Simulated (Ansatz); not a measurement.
A run for Ansatz (an electronic-structure program): U-PBE0/def2-TZVPP on GeSe, 2S+1 = 3, a spin state set in the input, which need not be the lowest.

Ansatz 0.2 input:
```yaml
crystal:
  periodic: [false, false, false]
  atoms:
    - {symbol: Ge, position_ang: [0.00000000, 0.00000000, 0.00000000]}
    - {symbol: Se, position_ang: [0.00000000, 0.00000000, 2.28000000]}
basis:
  gaussian:
    orbitals: def2-TZVPP
hamiltonian:
  xc: {name: PBE0}
magnetization: {spin_polarized: true, initial_magnetization: 2}
relax: {f_tol: 0.002, max_steps: 120}
```

### Question
What total energy does the run end on?

### Answer
-4477.9629 hartree.

### Question
How many basis functions does it have, and what does it roughly cost on one machine?

### Answer
96 functions; very roughly 30 core-seconds.
